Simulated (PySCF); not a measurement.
C4H7NO, SMILES C=C/N=C/CO. Atoms are numbered in the order given.

```xyz
13

C      2.9919    -0.4239    -0.1942
C      1.8290    -0.1266     0.3911
N      0.6417    -0.0082    -0.3561
C     -0.4237     0.2948     0.2666
C     -1.7419     0.4640    -0.4414
O     -2.8012    -0.1403     0.2662
H      3.9112    -0.5151     0.3897
H      3.0370    -0.5790    -1.2760
H      1.7665     0.0353     1.4804
H     -0.4510     0.4497     1.3661
H     -1.6359     0.0926    -1.4773
H     -1.9781     1.5407    -0.4966
H     -2.6637    -1.0943     0.2447
```
Charge 0, spin multiplicity 1.

The structure is a stationary point at ωB97X-D3(BJ)/def2-SVP. The structure was generated by enumeration; whether it is a known compound was not checked. The values are those of a single conformer.

All values below come from TDA-PBE/def2-SVPD (PySCF).

Vertical excitations. Gas-phase values at a fixed geometry.

**Question.** Estimate the UV-visible absorptions. (Estimate from the structure and the level; the computed values follow.)

**Answer.** 
```csv
state,energy (eV),λ (nm),f,main pairs
S1,4.05,306,0.002,HOMO→LUMO 93 %
S2,4.70,264,0.055,"HOMO−2→LUMO 84 %, HOMO−1→LUMO 15 %"
S3,5.56,223,0.432,"HOMO−1→LUMO 53 %, HOMO−1→LUMO+1 20 %, HOMO−2→LUMO 12 %"
S4,6.07,204,0.012,HOMO→LUMO+1 83 %
S5,6.15,201,0.004,HOMO−3→LUMO 97 %
S6,6.36,195,0.011,"HOMO→LUMO+2 41 %, HOMO−1→LUMO+2 40 %, HOMO−1→LUMO+1 12 %"
S7,6.43,193,0.006,"HOMO→LUMO+2 42 %, HOMO−1→LUMO+2 38 %, HOMO→LUMO+1 8 %"
S8,6.72,184,0.047,"HOMO−2→LUMO+1 61 %, HOMO−1→LUMO+1 16 %"
S9,6.81,182,0.030,"HOMO→LUMO+3 56 %, HOMO−1→LUMO+3 39 %"
S10,6.90,180,0.039,"HOMO−1→LUMO+3 58 %, HOMO→LUMO+3 30 %"
T1,3.30,376,0,HOMO−1→LUMO 84 %
T2,3.63,341,0,HOMO→LUMO 87 %
T3,4.49,276,0,HOMO−2→LUMO 97 %
T4,5.40,229,0,"HOMO−1→LUMO+1 57 %, HOMO−1→LUMO+2 14 %, HOMO−4→LUMO 13 %"
```
Triplets are in the Tamm–Dancoff approximation.
